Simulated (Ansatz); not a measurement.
Basis-set extrapolation for C$_{2}$H$_{10}$OSi$_{2}$, SMILES `CC[SiH](O)[SiH3]` (PBE0-D4/def2-TZVP geometry, frozen core, Ansatz 0.2.0). Multiplicity 1, RHF reference.

```
                      def2-TZVPP   def2-QZVPP
                 HF  -734.422853  -734.448490
    MP2 correlation    -0.848514    -0.909243
CCSD(T) correlation    -0.946164      not run
```

Energies in hartree. Use E(X) = E(∞) + A·exp(−7.88·√X) for Hartree–Fock and E(X) = E(∞) + B·X^(−2.97) for correlation, with X = 3 and 4, and add CCSD(T) minus MP2 of the smaller set to the MP2 limit.

**Question.** What is the CCSD(T) energy at the basis-set limit?

**Answer.** HF limit: -734.448490 + (-0.025637) × 0.13774 = -734.45202. MP2 limit: -0.909243 + (-0.060729) × 0.74074 = -0.95423. Higher-order term: -0.946164 − (-0.848514) = -0.09765. Total: -735.50390 hartree, 354.1 kJ/mol below CCSD(T)/def2-TZVPP.
